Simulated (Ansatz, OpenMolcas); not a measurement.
# Ansatz → OpenMolcas

This Ansatz 0.2.0 job computes C2H7NSi (SMILES C=NC[SiH3]):

run.yaml:
```yaml
crystal:
  periodic: [false, false, false]
  atoms:
    - symbol: C
      position_ang: [-0.639400, 1.869300, 0.363900]
    - symbol: "N"
      position_ang: [-0.998600, 0.713100, 0.018000]
    - symbol: C
      position_ang: [-0.299000, -0.417000, 0.562600]
    - symbol: Si
      position_ang: [0.706300, -1.257400, -0.802700]
    - symbol: H
      position_ang: [-1.145900, 2.733500, -0.063200]
    - symbol: H
      position_ang: [0.166900, 2.059000, 1.086600]
    - symbol: H
      position_ang: [-1.029900, -1.151400, 0.917900]
    - symbol: H
      position_ang: [0.365200, -0.161700, 1.404500]
    - symbol: H
      position_ang: [1.729600, -0.311300, -1.319900]
    - symbol: H
      position_ang: [-0.179800, -1.683000, -1.914500]
    - symbol: H
      position_ang: [1.389900, -2.450100, -0.232400]
basis:
  gaussian:
    orbitals: cc-pVDZ
total_charge: 0
hamiltonian:
  xc: {name: revPBE}
accuracy: high
output: {orbitals: {seedname: orbitals}}
```

```bash
$ ansatz run run.yaml --threads 1 --pin off --max-ram 2610MiB --events-out events.jsonl --progress --plain --runs-dir runs
```

Geometry: relaxed at PBE0-D4/def2-TZVP. This is one conformer, not always the lowest.

It gives a total energy of -424.528559 Eh.

Task: Write the same calculation for OpenMolcas 26.06 as an input file of the program's own, asking for the gradient.

Result: One way, which was run:

calc.input:
```
* C2H7NSi Kohn-Sham DFT

&GATEWAY
  BasLib=$CurrDir
  Coord
  11
  angstrom
  C       -0.639400       1.869300       0.363900
  N       -0.998600       0.713100       0.018000
  C       -0.299000      -0.417000       0.562600
  Si       0.706300      -1.257400      -0.802700
  H       -1.145900       2.733500      -0.063200
  H        0.166900       2.059000       1.086600
  H       -1.029900      -1.151400       0.917900
  H        0.365200      -0.161700       1.404500
  H        1.729600      -0.311300      -1.319900
  H       -0.179800      -1.683000      -1.914500
  H        1.389900      -2.450100      -0.232400
  Basis=cc-pVDZ
  Group=NoSym

&SEWARD
  GridInput
  Grid=UltraFine
  End of Grid

&SCF
  KSDFT=revPBE
  Thresholds=1e-10 1e-07 1e-07 1e-05
  PrOrbitals=1 1

&ALASKA
```

```bash
$ export MOLCAS_MEM=1860
$ pymolcas calc.input > calc.log
```

(Basis files named in the input come from the Basis Set Exchange and aren't shown.)

Its energy is -424.528559 Eh, the same as the first but for the last digit, at most.
